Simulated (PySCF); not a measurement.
**Isomers**

Structures of BH3S2O, singlet, relaxed at PBE0-D4/def2-TZVP (vibrations not checked; lower isomers may exist, and structures with a doubtful reference or unclear bonds are left out). PySCF 2.14 with density fitting (its default auxiliary sets; JK sets also for MP2 and CCSD(T)); basis: def2-TZVPP; cores frozen in the correlated methods. B3LYP uses VWN-RPA correlation.

(1) Rank them by CCSD(T) energy, lowest first, and give each one's height above the lowest. Links in brackets join atoms within 1.22 times the sum of their covalent radii (1.1 for two metals). (To be estimated.)
A.
BH₃S₂O ([OH][BH][S][SH])
```
7
angstrom
O -0.8821 1.8362 -0.1359
B -0.2122 0.7341 0.2630
S -0.4724 -0.8564 -0.5834
S 0.7171 -2.1552 0.4825
H -1.4855 1.7132 -0.8744
H 0.5489 0.8113 1.1762
H 1.8055 -2.0784 -0.3041
```
B.
BH₃S₂O ([OH2][B]([S])[SH])
```
7
angstrom
B 0.2170 0.2662 -0.2290
S -0.2947 1.4524 -1.3058
O -0.8947 -0.0274 0.9109
S 1.6008 -0.8462 0.1261
H -1.6133 0.5308 0.5437
H -1.1815 -0.9506 0.9860
H 2.2584 -0.5392 -1.0008
```
C.
BH₃S₂O ([BH2][S][O][SH])
```
7
angstrom
B -1.0384 0.7807 0.7288
S -0.0881 0.9274 -0.7166
O 0.2671 -0.6342 -1.2252
S 1.2902 -1.5524 -0.2974
H -1.3934 1.8344 1.1631
H -1.2898 -0.2725 1.2219
H 2.4581 -1.0727 -0.7765
```

(2) Do PBE-D4, r2SCAN-D4, PBE0-D4, B3LYP-D4, wB97M-V, HF, MP2 give the same order? (A judgement: the text doesn't fix the answer.)

T1 diagnostic: at most 0.018.

For scale, one of the runs: CCSD(T)/def2-TZVPP, 188 basis functions, launched by `OMP_NUM_THREADS=2 python run.py`. The run took 3.1 min on 2 CPU threads of an Intel Xeon 6975P-C (shared host), with 2.1 GiB of host memory at its peak.

Answers

(1) Computed: A (0.0 kJ/mol), B (57.0 kJ/mol), C (325.3 kJ/mol). Heights count from the lowest.

(2) The calculation gives: All do.
